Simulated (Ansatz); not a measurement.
Ansatz (a quantum-chemistry and plane-wave program) input (RI-MP2/aug-cc-pVQZ):
A basis named .json is the Basis Set Exchange file of that set.

Ansatz 0.2 input:
```yaml
crystal:
  periodic: [false, false, false]
  atoms:
    - {symbol: F, position_ang: [1.84060861, -1.22995745, 0.10393727]}
    - {symbol: C, position_ang: [0.72931948, -0.49461025, 0.04085855]}
    - {symbol: C, position_ang: [0.83001210, 0.88725786, 0.11154435]}
    - {symbol: C, position_ang: [-0.37501229, 1.56393237, 0.03773131]}
    - {symbol: N, position_ang: [-1.54853885, 0.93630201, -0.09186178]}
    - {symbol: C, position_ang: [-1.49766980, -0.38777068, -0.14685400]}
    - {symbol: N, position_ang: [-0.39769533, -1.14507495, -0.08573819]}
    - {symbol: H, position_ang: [1.78145474, 1.38670544, 0.21619066]}
    - {symbol: H, position_ang: [-0.40449416, 2.64668681, 0.08374828]}
    - {symbol: H, position_ang: [-2.43869569, -0.91522044, -0.25185587]}
basis:
  gaussian:
    orbitals: aug-cc-pVQZ
    fitting: {mean_field: def2-universal-jkfit, correlation: aug-cc-pVQZ-RIFIT.json}
magnetization: {spin_polarized: true, initial_magnetization: 2}
correlation: {method: mp2, electrons: outside_noble_gas}
```

Output:

```
Functional definition: HF
integrals: 2.28 GiB planned
585 factors; integrals over basis functions are off by at most 3.5e0 eV
1.92 GiB of device memory are held for the factors and their scratch space
mean field: 4.67 GiB planned
mean field evaluation 1: about -9832.6629 eV, gradient 2.8e1 eV
mean field evaluation 2: about -9836.1775 eV, gradient 1.3e1 eV
mean field evaluation 4: about -9837.1975 eV, gradient 3.5e0 eV
mean field evaluation 8: about -9837.3812 eV, gradient 6.0e-1 eV
mean field evaluation 16: about -9838.5129 eV, gradient 2.4e-1 eV
mean field evaluation 32: about -9838.9281 eV, gradient 1.7e-1 eV
mean field evaluation 64: about -9838.7944 eV, gradient 2.4e0 eV
mean field evaluation 96: about -9838.9301 eV, gradient 2.8e-6 eV
mean field -9838.93008051 eV, -361.5740113926 hartree, gradient 2.8e-6 eV, S^2 2.321922; 6 other end points of the search recorded, 0 dependent functions left out
7 core orbitals not correlated
1416 factors; their error is unknown
reference -9838.93008051 eV, -361.5740113926 hartree; 19, 17 occupied and 672, 674 virtual orbitals, 1416 factors
second order -34.65919331 eV of doubles, -0.00000000 eV of singles
Total energy: -9873.58927382 eV, -362.8477132537 hartree
```

This state (charge 0, triplet) is run at the relaxed geometry of the species with charge 0 and multiplicity 1, and is a spin state other than that species' own.

The determinant is spin-contaminated: <S^2> is 2.32 against 2.00 for a pure state.
